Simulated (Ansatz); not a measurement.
Basis-set extrapolation for C₂H₆O₂Si (`O=C(O)C[SiH3]`) (PBE0-D4/def2-TZVP geometry, frozen core, Ansatz). Multiplicity 1, RHF reference.

```
                      def2-TZVPP   def2-QZVPP
                 HF  -518.017878  -518.037212
    MP2 correlation    -0.920792    -0.989091
CCSD(T) correlation    -0.993717      not run
```

Energies in hartree. Use E(X) = E(∞) + A·exp(−7.88·√X) for Hartree–Fock and E(X) = E(∞) + B·X^(−2.97) for correlation, with X = 3 and 4, and add CCSD(T) minus MP2 of the smaller set to the MP2 limit.

Question: What is the CCSD(T) energy at the basis-set limit?

Answer: HF limit: -518.037212 + (-0.019334) × 0.13774 = -518.03988. MP2 limit: -0.989091 + (-0.068299) × 0.74074 = -1.03968. Higher-order term: -0.993717 − (-0.920792) = -0.07292. Total: -519.15248 hartree, 369.9 kJ/mol below CCSD(T)/def2-TZVPP.
